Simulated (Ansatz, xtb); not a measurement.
## Two structures of AlGeH4Si

Structure a is a doublet given by its coordinates and structure b is a doublet given by its coordinates. Both are isolated molecules in the gas phase, relaxed with PBE0-D3(BJ)/def2-SVP.

a (Å):

```csv
atom,x (Å),y (Å),z (Å)
Al,1.3469,-0.6336,-2.3782
Ge,-0.1335,-0.2534,-0.4788
Si,1.5335,1.6032,-0.4412
H,1.2499,-1.2280,-0.4908
H,2.0886,1.7072,0.9451
H,2.7399,1.5417,-1.3506
H,0.8350,2.8785,-0.7897
```

Close contacts (Å): Al1–Ge2 2.44, Al1–Si3 2.96, Ge2–Si3 2.50, Al1–H4 1.98, Ge2–H4 1.69, Si3–H5 1.50, Si3–H6 1.51, Si3–H7 1.50.

b (Å):

| atom | x (Å) | y (Å) | z (Å) |
| --- | --- | --- | --- |
| Al | 0.7492 | -0.7081 | -0.8630 |
| Ge | 2.5392 | -0.1587 | -2.3763 |
| Si | 1.9081 | 1.6488 | -0.8043 |
| H | -0.4383 | -1.1448 | 0.1032 |
| H | 0.7374 | 1.1425 | 0.1094 |
| H | 2.9102 | 2.0413 | 0.2370 |
| H | 1.2833 | 2.8811 | -1.3821 |

Close contacts (Å): Al1–Ge2 2.41, Al1–Si3 2.63, Ge2–Si3 2.48, Al1–H4 1.59, Al1–H5 2.09, Si3–H5 1.57, Si3–H6 1.50, Si3–H7 1.50.

Which of the two would you expect CCSD(T)/def2-SVP electronic energies to favour?

Structure a; the calculation gives E(b) − E(a) = +0.120 eV.

The same difference at several levels:

| level | geometry | E(b) − E(a) (eV) | departure from the last row (eV) | job, with rough time for the two |
| --- | --- | --- | --- | --- |
| PBE0-D3(BJ)/def2-SVP | PBE0-D3(BJ)/def2-SVP | +0.083 | −0.037 | optimisation, 1.9 min |
| HF/def2-SVP | PBE0-D3(BJ)/def2-SVP | +0.039 | −0.081 | part of the CCSD(T) run |
| MP2/def2-SVP | PBE0-D3(BJ)/def2-SVP | +0.009 | −0.111 | part of the CCSD(T) run |
| CCSD(T)/def2-SVP | PBE0-D3(BJ)/def2-SVP | +0.120 |  | single point, 19 s |

MP2/def2-SVP finds them nearly level. The largest departure from CCSD(T)/def2-SVP is that of MP2/def2-SVP, 0.111 eV. Levels run at GFN2-xTB geometries aren't shown. MP2 in a larger basis moves the difference by +0.003 eV, a step that isn't added because spin contamination makes open-shell MP2 unreliable in this search.

With harmonic frequencies from PBE0-D3(BJ)/def2-SVP (ideal gas, rigid rotor, one conformer each, 298.15 K, 1 atm): the zero-point term adds −0.011 eV; ΔH is +0.109 and ΔG +0.125 eV.

Open shells are spin-unrestricted. The correlated steps freeze 19 core orbitals; the filled d shell of Ge is correlated, in a basis made for valence electrons. Mirror images aren't counted in ΔG. Run with Ansatz 0.2.0; the last row on 2 threads of Arm Neoverse V2 on a shared host.
